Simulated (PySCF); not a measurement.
Energy of Fe (iron, neutral) between two integer charges

The 4s beta orbital of [Ar] 3d6 4s2 is emptied in steps (occupation f), with all orbitals relaxed, ending at [Ar] 3d6 4s1. All numbers are calculated (PySCF 2.14, scalar relativity by spin-free X2C-1e, in x2c-TZVPall (6s5p4d1f, 48 functions)). The exact energy is a straight line in f; departures are measured from the line between the end points of the same method.

Problem. Among UHF, LDA, PBE, which shows the largest delocalisation error (convex curve), and which is closest to linear?

Solution. Most convex: LDA (-0.789 eV at f = 0.5); closest to linear: UHF (0.048 eV).

| f | UHF (eV) | LDA (eV) | PBE (eV) |
| --- | --- | --- | --- |
| 1 | 0.000 | 0.000 | 0.000 |
| 0.9 | 0.019 | -0.282 | -0.273 |
| 0.7 | 0.043 | -0.661 | -0.640 |
| 0.5 | 0.048 | -0.789 | -0.767 |
| 0.3 | 0.038 | -0.664 | -0.648 |
| 0.1 | 0.016 | -0.285 | -0.277 |
| 0 | 0.000 | 0.000 | 0.000 |

| method | E(f=0) − E(f=1) (eV) | −ε at f=1 (eV) | −ε at f=0.5 (eV) |
| --- | --- | --- | --- |
| UHF | 6.438 | 6.659 | 6.425 |
| LDA | 8.165 | 5.038 | 8.155 |
| PBE | 7.861 | 4.840 | 7.836 |

Reference removal energy between the ground levels: 7.902 eV (measured; NIST Atomic Spectra Database, ionization energies). The calculation has no spin-orbit coupling. UHF lacks correlation.
